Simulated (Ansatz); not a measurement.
Relaxation of Cl2F2GeH2S (8 atoms, charge 0, multiplicity 1), to a largest force component of 0.03 eV/Å in at most 50 steps.

The calculation used RKS PBE/def2-SVP in Ansatz 0.2.0.

```xyz
8
Properties=species:S:1:pos:R:3:forces:R:3
Ge -0.062 -0.127 -0.151 -0.02 -0.10 -1.00
F -0.028 -0.174 1.561 -0.13 -0.22 0.93
Cl 1.891 -0.427 -0.963 0.00 0.04 -0.01
Cl -1.166 1.530 -0.907 0.00 0.01 -0.01
F -0.968 -1.553 -0.569 0.01 0.06 0.04
S 1.534 2.471 1.466 -0.26 -0.19 0.36
H 2.643 1.691 1.567 0.05 -0.03 0.01
H 0.825 1.625 2.304 0.35 0.44 -0.31
```

Task: Where does it end, and by what steps?

Result: It converged. The force dipped under the threshold on the way, but the program's further checks kept it going. After 8 steps the energy has fallen by 0.056 eV; S6 moved furthest, 0.24 Å.

```csv
step,energy less start (eV),largest force component (eV/Å),accepted
0,0.0000,0.996,yes
1,-0.0367,0.507,yes
2,-0.0532,0.151,yes
3,-0.0548,0.088,yes
4,-0.0555,0.047,yes
5,-0.0560,0.031,yes
6,-0.0562,0.010,yes
7,-0.0563,0.030,yes
8,-0.0564,0.015,yes
```

```xyz
8
Properties=species:S:1:pos:R:3
Ge -0.145 -0.218 -0.209
F -0.179 -0.241 1.531
Cl 1.859 -0.413 -0.912
Cl -1.199 1.466 -0.971
F -1.008 -1.650 -0.669
S 1.643 2.611 1.627
H 2.725 1.789 1.531
H 0.975 1.694 2.380
```

Run time: 12 s on 4 threads of Arm Neoverse V2, with other jobs on the host, peak memory 0.2 GiB.
